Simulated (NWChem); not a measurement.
System: trisilane (Si$_{3}$H$_{8}$); SMILES [SiH3][SiH2][SiH3]

Here is an NWChem input.

```
start job
memory heap 200 mb stack 900 mb global 1100 mb
geometry units angstroms noautoz
  Si    -1.930037     0.002055     0.420602
  Si     0.000000     0.000000    -0.916410
  Si     1.930037    -0.002055     0.420602
  H     -3.165492     0.005577    -0.421451
  H     -1.943288    -1.213519     1.291598
  H     -1.938637     1.215333     1.294857
  H      0.001353     1.213196    -1.794705
  H     -0.001353    -1.213196    -1.794705
  H      1.938637    -1.215333     1.294857
  H      1.943288     1.213519     1.291598
  H      3.165492    -0.005577    -0.421451
end
basis spherical
  Si library def2-tzvp
  H library def2-tzvp
end
dft
  xc xpbe96 cpbe96
  iterations 150
end
task dft gradient
```

Output (shortened):

```
             Northwest Computational Chemistry Package (NWChem) 7.3.0
             --------------------------------------------------------

 C2V symmetry detected

                             Geometry "geometry" -> ""
                             -------------------------

 Output coordinates in angstroms (scale by  1.889725989 to convert to a.u.)

  No.       Tag          Charge          X              Y              Z
 ---- ---------------- ---------- -------------- -------------- --------------
    1 Si                  14.0000    -1.93003809     0.00000000     0.42684772
    2 Si                  14.0000     0.00000000     0.00000000    -0.91016428
    3 Si                  14.0000     1.93003809     0.00000000     0.42684772
    4 H                    1.0000    -3.16549614     0.00000000    -0.41520528
    5 H                    1.0000    -1.94096237    -1.21442779     1.29947322
    6 H                    1.0000    -1.94096237     1.21442779     1.29947322
    7 H                    1.0000     0.00000000     1.21319675    -1.78845928
    8 H                    1.0000     0.00000000    -1.21319675    -1.78845928
    9 H                    1.0000     1.94096237    -1.21442779     1.29947322
   10 H                    1.0000     1.94096237     1.21442779     1.29947322
   11 H                    1.0000     3.16549614     0.00000000    -0.41520528

 Effective nuclear repulsion energy (a.u.)     192.2458025107

      Symmetry information
      --------------------

 Group name             C2v
 Group number             16
 Group order               4
 No. of unique centers     5

  pbe96 is a nonlocal functional; adding pw91lda local functional.

                                 NWChem DFT Module
                                 -----------------

 Summary of "ao basis" -> "ao basis" (spherical)
 ------------------------------------------------------------------------------
       Tag                 Description            Shells   Functions and Types
 ---------------- ------------------------------  ------  ---------------------
 Si                        def2-tzvp                13       37   5s5p2d1f
 H                         def2-tzvp                 4        6   3s1p

      Symmetry analysis of basis
      --------------------------

        a1         57
        a2         23
        b1         46
        b2         33

            General Information
            -------------------
          SCF calculation type: DFT
          Wavefunction type:  closed shell.
          No. of atoms     :    11
          No. of electrons :    50
           Alpha electrons :    25
            Beta electrons :    25
          Charge           :     0
          Spin multiplicity:     1
          Use of symmetry is: on ; symmetry adaption is: on
          Maximum number of iterations: 150
          AO basis - number of functions:   159
                     number of shells:    71
          Convergence on energy requested:  1.00D-06
          Convergence on density requested:  1.00D-05
          Convergence on gradient requested:  5.00D-04

              XC Information
              --------------
          PerdewBurkeErnzerhof Exchange Functional  1.000
            Perdew 1991 LDA Correlation Functional  1.000 local
           PerdewBurkeErnz. Correlation Functional  1.000 non-local

             Grid Information
             ----------------
          Grid used for XC integration:  medium
          Radial quadrature: Mura-Knowles
          Angular quadrature: Lebedev.
          Tag              B.-S. Rad. Rad. Pts. Rad. Cut. Ang. Pts.
          ---              ---------- --------- --------- ---------
          Si                  1.10       88          13.0       590
          H                   0.35       45          14.0       434
          Grid pruning is: on
          Number of quadrature shells:   311
          Spatial weights used:  Erf1

      Superposition of Atomic Density Guess
      -------------------------------------

 Sum of atomic energies:        -870.50470510

      Non-variational initial energy
      ------------------------------

 Total energy =    -871.423189
 1-e energy   =   -1588.360654
 2-e energy   =     524.691662
 HOMO         =      -0.304534
 LUMO         =       0.038630

      Symmetry analysis of molecular orbitals - initial
      -------------------------------------------------

  Numbering of irreducible representations:

     1 a1          2 a2          3 b1          4 b2

  Orbital symmetries:

     1 a1          2 b1          3 a1          4 a1          5 b1
     6 a1          7 b2          8 a1          9 b1         10 a1
    11 b1         12 b2         13 a2         14 a1         15 b1
    16 a1         17 b1         18 a1         19 b2         20 a1
    21 b1         22 a2         23 b2         24 a1         25 b1
    26 a1         27 b2         28 a1         29 b1         30 a2
    31 a1         32 a1         33 b1         34 b2         35 b1

   convergence    iter        energy       DeltaE   RMS-Dens  Diis-err
 ---------------- ----- ----------------- --------- --------- ---------
 d= 0,ls=0.0,diis     1   -872.7866887012 -1.07D+03  3.02D-03  1.05D+00
 d= 0,ls=0.0,diis     2   -872.8162114540 -2.95D-02  2.55D-03  4.43D-02
 d= 0,ls=0.0,diis     3   -872.8141941307  2.02D-03  1.23D-03  6.07D-02
 d= 0,ls=0.0,diis     4   -872.8259444028 -1.18D-02  1.38D-04  5.48D-04
 d= 0,ls=0.0,diis     5   -872.8260266952 -8.23D-05  3.40D-05  6.93D-05
  Resetting Diis
 d= 0,ls=0.0,diis     6   -872.8260372969 -1.06D-05  2.77D-06  2.25D-07
 d= 0,ls=0.0,diis     7   -872.8260373294 -3.25D-08  9.52D-07  2.05D-08

         Total DFT energy =     -872.826037329381
      One electron energy =    -1591.855915200574
           Coulomb energy =      591.966041696287
    Exchange-Corr. energy =      -65.181966335820
 Nuclear repulsion energy =      192.245802510726

 Numeric. integr. density =       50.000007509346

                  Occupations of the irreducible representations
                  ----------------------------------------------

                     irrep           alpha         beta
                     --------     --------     --------
                     a1               11.0         11.0
                     a2                2.0          2.0
                     b1                8.0          8.0
                     b2                4.0          4.0

                       DFT Final Molecular Orbital Analysis
                       ------------------------------------

 Vector   23  Occ=2.000000D+00  E=-3.002633D-01  Symmetry=b2
              MO Center= -2.3D-13, -2.6D-15, -2.5D-01, r^2= 5.8D+00
   Bfn.  Coefficient  Atom+Function         Bfn.  Coefficient  Atom+Function
  ----- ------------  ---------------      ----- ------------  ---------------
    53      0.206218   2 Si py              131      0.169170   7 H  s
   137     -0.169170   8 H  s                16     -0.140876   1 Si py
    90     -0.140876   3 Si py              119      0.118463   5 H  s
   125     -0.118463   6 H  s               143      0.118463   9 H  s
   149     -0.118463  10 H  s               132      0.115531   7 H  s

 Vector   24  Occ=2.000000D+00  E=-2.762201D-01  Symmetry=a1
              MO Center=  1.8D-14,  1.1D-14, -2.8D-01, r^2= 4.5D+00
   Bfn.  Coefficient  Atom+Function         Bfn.  Coefficient  Atom+Function
  ----- ------------  ---------------      ----- ------------  ---------------
    54      0.291049   2 Si pz               17     -0.152328   1 Si pz
    91     -0.152328   3 Si pz              131     -0.133417   7 H  s
   137     -0.133417   8 H  s                45     -0.116922   2 Si pz
    15      0.116160   1 Si px               89     -0.116160   3 Si px
   132     -0.113130   7 H  s               138     -0.113130   8 H  s

 Vector   25  Occ=2.000000D+00  E=-2.557702D-01  Symmetry=b1
              MO Center= -2.2D-14, -3.6D-16, -2.1D-01, r^2= 4.7D+00
   Bfn.  Coefficient  Atom+Function         Bfn.  Coefficient  Atom+Function
  ----- ------------  ---------------      ----- ------------  ---------------
    52      0.323944   2 Si px               15     -0.214087   1 Si px
    89     -0.214087   3 Si px               17      0.125957   1 Si pz
    55      0.125439   2 Si px               91     -0.125957   3 Si pz
    43     -0.123203   2 Si px               49      0.111360   2 Si px
   113      0.103080   4 H  s               155     -0.103080  11 H  s

 Vector   26  Occ=0.000000D+00  E=-3.888219D-02  Symmetry=a1
              MO Center=  1.3D-13, -3.8D-15, -1.5D-02, r^2= 6.4D+00
   Bfn.  Coefficient  Atom+Function         Bfn.  Coefficient  Atom+Function
  ----- ------------  ---------------      ----- ------------  ---------------
   114      0.550986   4 H  s               156      0.550986  11 H  s
    20      0.495350   1 Si pz               94      0.495350   3 Si pz
     5     -0.445021   1 Si s                79     -0.445021   3 Si s
    42      0.384796   2 Si s                57      0.323239   2 Si pz
    54      0.198475   2 Si pz               17      0.193765   1 Si pz

 Vector   27  Occ=0.000000D+00  E=-2.891735D-02  Symmetry=b2
              MO Center=  4.4D-13,  1.9D-14, -2.8D-01, r^2= 4.9D+00
   Bfn.  Coefficient  Atom+Function         Bfn.  Coefficient  Atom+Function
  ----- ------------  ---------------      ----- ------------  ---------------
    56      0.723362   2 Si py              132     -0.638946   7 H  s
   138      0.638946   8 H  s               120      0.293709   5 H  s
   126     -0.293709   6 H  s               144      0.293709   9 H  s
   150     -0.293709  10 H  s                53      0.227941   2 Si py
    19      0.225779   1 Si py               93      0.225779   3 Si py

 Vector   28  Occ=0.000000D+00  E=-1.826523D-02  Symmetry=b1
              MO Center= -6.7D-13, -1.5D-14, -3.2D-01, r^2= 7.4D+00
   Bfn.  Coefficient  Atom+Function         Bfn.  Coefficient  Atom+Function
  ----- ------------  ---------------      ----- ------------  ---------------
    55      1.302501   2 Si px                5      1.271605   1 Si s
    79     -1.271605   3 Si s                18      0.614813   1 Si px
    92      0.614813   3 Si px               52      0.339759   2 Si px
   120     -0.321678   5 H  s               126     -0.321678   6 H  s
   144      0.321678   9 H  s               150      0.321678  10 H  s

     Multipole analysis of the density
     ---------------------------------

     L   x y z        total         alpha         beta         nuclear
     -   - - -        -----         -----         ----         -------
     0   0 0 0     -0.000000    -25.000000    -25.000000     50.000000

     1   1 0 0     -0.000000     -0.000000     -0.000000     -0.000000
     1   0 1 0      0.000000      0.000000      0.000000      0.000000
     1   0 0 1     -0.029991     -0.014996     -0.014996      0.000000

     2   2 0 0    -34.782568   -266.314801   -266.314801    497.847034
     2   1 1 0      0.000000      0.000000      0.000000      0.000000
     2   1 0 1      0.000000      0.000000      0.000000      0.000000
     2   0 2 0    -34.065506    -32.822271    -32.822271     31.579036
     2   0 1 1     -0.000000     -0.000000     -0.000000      0.000000
     2   0 0 2    -34.538122    -71.184355    -71.184355    107.830587

            General Information
            -------------------
          SCF calculation type: DFT
          Wavefunction type:  closed shell.
          No. of atoms     :    11
          No. of electrons :    50
           Alpha electrons :    25
            Beta electrons :    25
          Charge           :     0
          Spin multiplicity:     1
          Use of symmetry is: on ; symmetry adaption is: on
          Maximum number of iterations: 150
          AO basis - number of functions:   159
                     number of shells:    71
          Convergence on energy requested:  1.00D-06
          Convergence on density requested:  1.00D-05
          Convergence on gradient requested:  5.00D-04

              XC Information
              --------------
          PerdewBurkeErnzerhof Exchange Functional  1.000
            Perdew 1991 LDA Correlation Functional  1.000 local
           PerdewBurkeErnz. Correlation Functional  1.000 non-local

             Grid Information
             ----------------
          Grid used for XC integration:  medium
          Radial quadrature: Mura-Knowles
          Angular quadrature: Lebedev.
          Tag              B.-S. Rad. Rad. Pts. Rad. Cut. Ang. Pts.
          ---              ---------- --------- --------- ---------
          Si                  1.10       88          13.0       590
          H                   0.35       45          14.0       434
          Grid pruning is: on
          Number of quadrature shells:   311
          Spatial weights used:  Erf1

          Convergence Information
          -----------------------
          Convergence aids based upon iterative change in
          total energy or number of iterations.
          Levelshifting, if invoked, occurs when the
          HOMO/LUMO gap drops below (HL_TOL):  1.00D-02
          DIIS, if invoked, will attempt to extrapolate
          using up to (NFOCK): 10 stored Fock matrices.

                    Damping( 0%)  Levelshifting(0.5)       DIIS
                  --------------- ------------------- ---------------
          dE  on:    start            ASAP                start
          dE off:    2 iters        150 iters           150 iters

                            NWChem DFT Gradient Module
                            --------------------------

  charge          =   0.00
  wavefunction    = closed shell

  Using symmetry

                         DFT ENERGY GRADIENTS

    atom               coordinates                        gradient
                 x          y          z           x          y          z
   1 Si     -3.647243   0.000000   0.806625   -0.000599   0.000000   0.000542
   2 Si      0.000000   0.000000  -1.719961    0.000000   0.000000  -0.001008
   3 Si      3.647243   0.000000   0.806625    0.000599   0.000000   0.000542
   4 H      -5.981920   0.000000  -0.784624    0.000614   0.000000   0.000001
   5 H      -3.667887  -2.294936   2.455648    0.000245   0.000230  -0.000272
   6 H      -3.667887   2.294936   2.455648    0.000245  -0.000230  -0.000272
   7 H       0.000000   2.292609  -3.379698    0.000000  -0.000300   0.000504
   8 H       0.000000  -2.292609  -3.379698    0.000000   0.000300   0.000504
   9 H       3.667887  -2.294936   2.455648   -0.000245   0.000230  -0.000272
  10 H       3.667887   2.294936   2.455648   -0.000245  -0.000230  -0.000272
  11 H       5.981920   0.000000  -0.784624   -0.000614   0.000000   0.000001
```

Level: PBE/def2-TZVP. Coordinates come from a PBE0/def2-SVP optimisation.
